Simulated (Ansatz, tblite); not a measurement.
Isomers of Ag$_{5}$Te$_{2}$⁺ (singlet), found by a short tight-binding search and relaxed with PBE-D4/def2-SVP in Ansatz.

In the def2 sets Ag, Te take a core potential, while STO-3G treats all electrons; there is no spin–orbit coupling. The xTB rows come from tblite. Correlated methods freeze 8 core orbitals; core or outer-core shells of Ag, Te are correlated, in sets that lack core-valence functions.

A: At MP2/def2-TZVP the test of the restricted singlet for broken spin symmetry was undecided. B: At MP2/def2-TZVP the test of the restricted singlet for broken spin symmetry was undecided. C: At MP2/def2-TZVP the test of the restricted singlet for broken spin symmetry was undecided.

Other spin states weren't relaxed.

A:

```
atom   x (Å)   y (Å)   z (Å)
 Ag1   1.424  -1.297  -0.680
 Ag2  -0.823   0.345  -0.450
 Ag3  -2.874  -1.458   0.228
 Ag4   0.766   0.354   1.849
 Ag5   0.031   2.695  -1.731
 Te6  -0.514  -2.106   1.233
 Te7   1.989   1.467  -0.448
```

B:

```xyz
7

Ag    1.617    0.052    0.503
Ag   -0.229    0.783   -1.470
Ag   -0.884   -1.160    0.837
Ag    1.417    2.225    2.275
Ag   -1.813   -1.639   -1.894
Te   -0.906    1.660    1.141
Te    0.799   -1.921   -1.391
```

C:

Cartesian coordinates in Å:
```
Ag 0.408 -0.013 3.036
Ag 1.529 -1.801 -1.697
Ag 1.255 0.289 0.383
Ag -1.018 1.808 -0.285
Ag -1.080 -1.000 -0.795
Te -1.855 0.035 1.685
Te 0.761 0.682 -2.328
```

Problem. Estimate which lies lowest at each level, and how far above it the others are (kJ/mol).

Solution. 
```json
{"level": "GFN1-xTB", "A": "2.1", "B": "0.0", "C": "7.5"}
{"level": "GFN2-xTB", "A": "20.9", "B": "0.0", "C": "8.8"}
{"level": "HF/STO-3G", "A": "71.7", "B": "43.3", "C": "0.0"}
{"level": "HF/def2-TZVP", "A": "0.0", "B": "7.5", "C": "27.1"}
{"level": "LDA (SPW92)/def2-TZVP", "A": "13.1", "B": "3.1", "C": "0.0"}
{"level": "PBE-D4/def2-SVP", "A": "4.6", "B": "0.0", "C": "0.0"}
{"level": "PBE-D4/def2-TZVP", "A": "6.9", "B": "0.5", "C": "0.0"}
{"level": "revPBE-D4/def2-TZVP", "A": "6.3", "B": "0.0", "C": "0.6"}
{"level": "r2SCAN-D4/def2-TZVP", "A": "7.4", "B": "0.4", "C": "0.0"}
{"level": "r2SCANh-D4/def2-TZVP", "A": "5.9", "B": "0.0", "C": "1.5"}
{"level": "PBE0-D4/def2-SVP", "A": "1.9", "B": "0.0", "C": "5.0"}
{"level": "PBE0-D4/def2-TZVP", "A": "3.9", "B": "0.0", "C": "4.5"}
{"level": "RPA@PBE/def2-TZVP", "A": "5.6", "B": "0.0", "C": "2.3"}
{"level": "MP2/def2-TZVP", "A": "2.9", "B": "0.0", "C": "1.9"}
```
Point groups (tolerance 0.1 Å): A not assigned, B Cs, C not assigned. Lower isomers may exist.
